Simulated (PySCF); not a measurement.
Ionisation energy of Er⁴²⁺ by level of theory

Er⁴²⁺ [Ar] 3d8 [3d3/2^4 3d5/2^4, M_J = 4] → Er⁴³⁺ [Ar] 3d7 [3d3/2^4 3d5/2^3, M_J = 9/2], as a difference of total energies. Computed with PySCF 2.14 in an uncontracted even-tempered set (16 s from 9.4 bohr⁻², ratio 2.8; 13 p from 12 bohr⁻², ratio 2.8; 8 d from 12 bohr⁻², ratio 2.8; 3 f from 45 bohr⁻², ratio 3), with the two-component X2C-1e Hamiltonian. Correlated levels: [Ne] frozen; the 80 highest virtual spinors dropped. "Screened" scales the spin-orbit matrix elements by Boettger's factors to mimic the two-electron term; Breit and QED terms are absent.

```
                    method  ionisation energy (eV)
           GHF (spin-free)                  3398.1
          GMP2 (spin-free)                  3399.3
 GHF (screened spin-orbit)                  3382.3
GMP2 (screened spin-orbit)                  3383.5
```

Breit and QED terms and the two-electron picture change are absent.

The spin-free rows relax to the high-spin LS determinant and lack the spin-orbit shift.

The labels give the starting determinants; with spin-orbit coupling the two ends relaxed to ⟨J²⟩ = 20.00, ⟨L²⟩ = 12.96, ⟨S²⟩ = 1.81 and ⟨J²⟩ = 24.75, ⟨L²⟩ = 15.57, ⟨S²⟩ = 2.63.

For comparison: 3381 ± 4 eV (theoretical estimate listed by NIST; NIST Atomic Spectra Database, ionization energies).
